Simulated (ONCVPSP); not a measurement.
## As (Z = 33): one change to an ONCV potential, before and after

```
Element                 : arsenic
Generator               : ONCVPSP 4.0.1
Type                    : optimised norm-conserving Vanderbilt (ONCV)
Functional              : PW91
Relativity              : scalar-relativistic
Frozen core             : [Ar] 3d10
Valence charge          : 5
Reference configuration : 4s1.5 4p3.5
Partial waves           : 4s: rc 1.75 bohr, ncon 4, nbas 7, qcut 4.1 1/bohr, 2 projectors, debl 1.3 Ha; 4p: rc 1.80 bohr, ncon 4, nbas 7, qcut 3.8 1/bohr, 2 projectors, debl 3.4 Ha; d scattering state at 0.32 Ha: rc 1.35 bohr, ncon 3, nbas 7, qcut 7.7 1/bohr, 2 projectors, debl 1.1 Ha
Local potential         : polynomial inside 1.20 bohr (lpopt 5, dvloc0 -1 Ha)
Core correction         : Teter function fitted to the true core (icmod 2), fcfact 0.6
```

Change: local potential polynomial inside 1.25 bohr (lpopt 5, dvloc0 6 Ha).

Cutoffs: the cutoffs (Ha) at which the residual kinetic energy of the hardest occupied pseudo-wave falls to 1 and 0.1 mHa per electron; they do not see the model core or the augmentation charge, which bear on the density cutoff. Errors are all-electron minus pseudo energies relative to the spin-unpolarised reference configuration.

Question: Predict the effect on cutoff, ghosts and configuration errors.

Answer: The potential gets neither clearly harder nor softer (13 Ha and 36 Ha → 13 Ha and 36 Ha); both files keep a bound ghost (d); the lowest positive-energy flag moves from s at 55.4 eV to s at 168.2 eV; the errors of the 4 common tests hardly move; the range in which the s phases agree widens (upper end 2.0 → 3.9).

| quantity | base | changed |
| --- | --- | --- |
| cutoff, loose | 13 Ha | 13 Ha |
| cutoff, tight | 36 Ha | 36 Ha |
| bound ghosts | d | d |
| GHOST(+) flags under 300 eV | s at 55.4 eV | s at 168.2 eV |
| error for 4s2 4p3, meV [ΔE -4.69 eV] | -1.4 | -1.4 |
| error for 4s2 4p2, meV [ΔE 4.51 eV] | +0.3 | +0.3 |
| error for 4s2 4p1, meV [ΔE 22.51 eV] | +0.9 | +0.8 |
| error for 4s2 4p2.5, meV [ΔE -1.11 eV] | -0.7 | -0.7 |
| s: phases at 1.77 bohr within 0.05 rad from the reference energy up to (Ha; the scan ends near 5) | 2.0 | 3.9 |
| p: phases at 1.83 bohr within 0.05 rad from the reference energy up to (Ha; the scan ends near 5) | 4.7 | 4.9 |
| d: phases at 1.37 bohr within 0.05 rad from the reference energy up to (Ha; the scan ends near 5) | to the end of the scan | to the end of the scan |
| rms error of d²Exc/dni dnj with the model core, mHa | 0.94 | 0.94 |

 A true bound ghost makes a file unfit for plane-wave use even where its test errors are small: the radial tests pick states by their node count and pass the ghost by.
